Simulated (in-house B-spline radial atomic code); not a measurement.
Whole-atom quantities along the 13-electron series, configuration [Ne] 3s2 3p1. Breit and QED terms are first order and not part of the total energy; the density at the nucleus is averaged over the nuclear charge. Computed with a radial B-spline atomic code at the basis-set limit: Dirac-Hartree-Fock, average of the configuration, finite nuclei.

| ion | Z | E/Z² (Eh) | Σ<r²> (bohr²) | n(0)/Z³ (bohr⁻³) | Lamb diamagnetic shielding (ppm) | repulsion over attraction | Breit energy (eV) | self-energy (eV) | vacuum polarisation (eV) | Dirac less non-relativistic energy (Eh) |
| --- | --- | --- | --- | --- | --- | --- | --- | --- | --- | --- |
| Tb52+ | 65 | -2.1012 | 0.22433 | 2.3441 | 5333.59 | 0.038502 | 239.34 | 232.74 | -37.162 | -453.61 |
| Dy53+ | 66 | -2.1076 | 0.21612 | 2.4085 | 5439.97 | 0.037879 | 251.52 | 246.15 | -39.863 | -484.81 |
| Ho54+ | 67 | -2.1141 | 0.20831 | 2.4993 | 5547.71 | 0.037272 | 264.14 | 260.17 | -42.75 | -517.77 |
| Er55+ | 68 | -2.1207 | 0.20088 | 2.5851 | 5656.71 | 0.036681 | 277.21 | 274.82 | -45.811 | -552.47 |
| Tm56+ | 69 | -2.1272 | 0.1938 | 2.6863 | 5767.13 | 0.036104 | 290.74 | 290.12 | -49.072 | -589.04 |
| Yb57+ | 70 | -2.1338 | 0.18705 | 2.7751 | 5878.87 | 0.035543 | 304.74 | 306.11 | -52.521 | -627.49 |
| Lu58+ | 71 | -2.1405 | 0.18061 | 2.8721 | 5992.09 | 0.034995 | 319.23 | 322.81 | -56.188 | -667.94 |
| Hf59+ | 72 | -2.1471 | 0.17446 | 2.9884 | 6106.91 | 0.03446 | 334.22 | 340.25 | -60.096 | -710.53 |
| Ta60+ | 73 | -2.1539 | 0.16859 | 3.1061 | 6223.28 | 0.033938 | 349.71 | 358.45 | -64.241 | -755.28 |
| W61+ | 74 | -2.1607 | 0.16297 | 3.2278 | 6341.29 | 0.033428 | 365.73 | 377.47 | -68.641 | -802.29 |
| Re62+ | 75 | -2.1676 | 0.1576 | 3.3583 | 6461.01 | 0.032929 | 382.28 | 397.31 | -73.316 | -851.67 |

**Question.** With what power of Z does the column «Breit energy (eV)» change over this range?

**Answer.** A fit of the logarithm of its size against log Z from Z = 65 to 75 has slope 3.27.
